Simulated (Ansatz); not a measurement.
`[SiH3][N]([SiH3])[InH2]` and `[AlH2][N]([SiH3])[SiH3]` differ in one element.

Ansatz, PBE0-D4/def2-TZVP geometries, multiplicity 1. 

Elements past krypton have def2 core potentials.

```
                                          property  `[SiH3][N]([SiH3])[InH2]`
               HOMO–LUMO gap (PBE/def2-TZVPP) / eV                       3.80
             LUMO energy (ωB97M-V/def2-TZVPP) / eV                      -0.31
size of the dipole moment (ωB97M-V/def2-TZVPP) / D                       1.92
               LUMO energy (B3LYP/def2-TZVPP) / eV                      -2.00
           HOMO–LUMO gap (ωB97M-V/def2-TZVPP) / eV                       9.38
             HOMO energy (ωB97M-V/def2-TZVPP) / eV                      -9.68
```

(1) What does the change do to each property? (Estimate.)

Results:

(1) The calculation gave: 
```tsv
property	`[AlH2][N]([SiH3])[SiH3]`	shift
HOMO–LUMO gap (PBE/def2-TZVPP) / eV	4.72	0.92
LUMO energy (ωB97M-V/def2-TZVPP) / eV	0.36	0.67
size of the dipole moment (ωB97M-V/def2-TZVPP) / D	0.33	-1.59
LUMO energy (B3LYP/def2-TZVPP) / eV	-1.41	0.59
HOMO–LUMO gap (ωB97M-V/def2-TZVPP) / eV	10.55	1.17
HOMO energy (ωB97M-V/def2-TZVPP) / eV	-10.19	-0.51
```

With PBE0 the HOMO falls by 0.49 eV and the LUMO rises by 0.51 eV, so the gap widens by about 1.00 eV. PBE moves the HOMO by -0.46 eV and ωB97M-V by -0.51 eV. Dipoles are sizes alone; their direction can turn.

B3LYP here is the variant with VWN-RPA as its local correlation; programs differ in this.
